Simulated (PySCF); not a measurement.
These 4 structures share the formula C7H7Cl. Method used: PBE0-D3(BJ)/def2-SVP geometry optimisation, gas phase in PySCF. One conformer each; no zero-point energy, no entropy. No frequencies were run at this level. Point groups hold within 0.08 Å.

**Question.** Order them by energy at this level, lowest first, and give relative energies in kcal/mol.
A. p-chlorotoluene, `Cc1ccc(Cl)cc1`
B. `Cc1cccc(Cl)c1` (3-chlorotoluene)
C. `C[C@@]12[C@@H]3[C@H]4[C@@H]3[C@]1(Cl)[C@H]42`
D. ortho-chlorotoluene, `Cc1ccccc1Cl`

**Answer.** D (0.0), B (1.0), A (1.3), C (103.8).

As drawn, the lowest has an aromatic ring, which the highest lacks; the highest has a three-membered ring, a four-membered ring and a quaternary carbon, which the lowest lacks. Neighbours under 2.5 kcal/mol apart (Cc1ccccc1Cl and Cc1cccc(Cl)c1; Cc1cccc(Cl)c1 and Cc1ccc(Cl)cc1) can change places with a better method, another conformer or zero-point energy.

```json
{"SMILES": "Cc1ccccc1Cl", "E (Eh)": "-730.36788", "E rel (kcal/mol)": "0.0", "dipole (D)": "1.29", "point group": "Cs", "A, B, C (MHz)": "2867, 1537, 1007"}
{"SMILES": "Cc1cccc(Cl)c1", "E (Eh)": "-730.36621", "E rel (kcal/mol)": "1.0", "dipole (D)": "1.87", "point group": "–", "A, B, C (MHz)": "3337, 1191, 882.6"}
{"SMILES": "Cc1ccc(Cl)cc1", "E (Eh)": "-730.36588", "E rel (kcal/mol)": "1.3", "dipole (D)": "2.05", "point group": "Cs", "A, B, C (MHz)": "5528, 967.3, 827.5"}
{"SMILES": "C[C@@]12[C@@H]3[C@H]4[C@@H]3[C@]1(Cl)[C@H]42", "E (Eh)": "-730.20253", "E rel (kcal/mol)": "103.8", "dipole (D)": "1.71", "point group": "C1", "A, B, C (MHz)": "2834, 1744, 1319"}
```

**Question.** As an exercise, what shares would exp(−E/RT) give at 2000 K from these electronic energies alone (no entropy, no degeneracies)?

**Answer.** RT = 3.974 kcal/mol: Cc1ccccc1Cl 40.0 %, Cc1cccc(Cl)c1 30.8 %, Cc1ccc(Cl)cc1 29.2 %, C[C@@]12[C@@H]3[C@H]4[C@@H]3[C@]1(Cl)[C@H]42 under 0.1 %.
